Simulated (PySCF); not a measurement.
## Telling isomers of C$_{5}$H$_{9}$NOSi apart by NMR

Rapidly exchanging positions averaged, gas phase, one computed conformer, no relativistic terms. GFN2-xTB structure; GIAO PBE0/pcSseg-1 shieldings; PySCF 2.14.

Scale: TMS for 1H (σref 31.72), 13C (σref 186.93) (reference shieldings calculated alike). Where no couplings were computed, multiplicities follow the n + 1 count of equivalent neighbours, and m marks all less simple cases (inequivalent or close neighbours, rings, F or P nearby). Shifts are as computed. Against solution values, carbons near 30 ppm lie about +3 ppm off and those near 130 ppm about +5 ppm. Of 1211 compounds with measured shifts, 218 miss one by over three times the rms of a fit or turn the order of signals round; such compounds aren't used in these exercises. OH and NH positions are gas-phase values without hydrogen bonding to other molecules.

(1) Tabulate the signals of `C[SiH2]c1ccc(N)o1`, `CCO[SiH2]/C=C/C#N`, `CO[C@@H]1[C@@H]([SiH3])[C@@H]1C#N` and their relative energies.

(2) What is the quickest way to tell C[SiH2]c1ccc(N)o1 from CCO[SiH2]/C=C/C#N?

(3) What is the quickest way to tell CCO[SiH2]/C=C/C#N from CO[C@@H]1[C@@H]([SiH3])[C@@H]1C#N?

(4) What is the quickest way to tell C[SiH2]c1ccc(N)o1 from CO[C@@H]1[C@@H]([SiH3])[C@@H]1C#N?

## Answers

(1) 
```json
{"SMILES": "C[SiH2]c1ccc(N)o1", "carbon types": "2×C 2×CH 1×CH3", "δC": "167.5, 143.8, 132.4, 89.3, -5.2", "δH": "6.92 (m, 1H), 5.36 (m, 1H), 4.63 (q, 2H), 3.60 (br s, 2H), 0.29 (t, 3H)", "E rel. (kcal/mol)": "0.0"}
{"SMILES": "CCO[SiH2]/C=C/C#N", "carbon types": "1×C 2×CH 1×CH2 1×CH3", "δC": "159.0, 124.4, 122.7, 63.3, 20.4", "δH": "6.98 (m, 1H), 6.24 (d, 1H), 5.18 (d, 2H), 4.02 (q, 2H), 1.40 (t, 3H)", "E rel. (kcal/mol)": "4.0"}
{"SMILES": "CO[C@@H]1[C@@H]([SiH3])[C@@H]1C#N", "carbon types": "1×C 3×CH 1×CH3", "δC": "124.3, 66.6, 60.1, 12.5, 8.1", "δH": "3.87 (d, 3H), 3.74 (s, 3H), 3.04 (m, 1H), 0.79 (m, 1H), 0.77 (m, 1H)", "E rel. (kcal/mol)": "40.3"}
```

Energies are electronic energies at PBE0/pcSseg-1 on these geometries, without zero-point or thermal terms, each for the one conformer computed, which needn't be the lowest.

(2) Both give the same number of carbon signals, but DEPT or the intensities differ. The first has an aromatic carbon bearing nitrogen (C) at 167.5 ppm, the second an sp3 CH2 bonded to O at 63.3 ppm. Their most deshielded carbons lie at 167.5 and 159.0 ppm.

(3) Both give the same number of carbon signals, but DEPT or the intensities differ. The first has an alkene CH at 159.0 ppm, the second a three-membered-ring carbon (CH) at 12.5 ppm. Their most deshielded carbons lie at 159.0 and 124.3 ppm. In the proton spectra the most deshielded non-exchanging signals are 6.98 (m, 1H) and 3.87 (d, 3H).

(4) Both give the same number of carbon signals, but DEPT or the intensities differ. The first has an aromatic CH at 132.4 ppm, the second a methyl carbon bonded to O (CH3) at 60.1 ppm. Their most deshielded carbons lie at 167.5 and 124.3 ppm. In the proton spectra the most deshielded non-exchanging signals are 6.92 (m, 1H) and 3.87 (d, 3H).
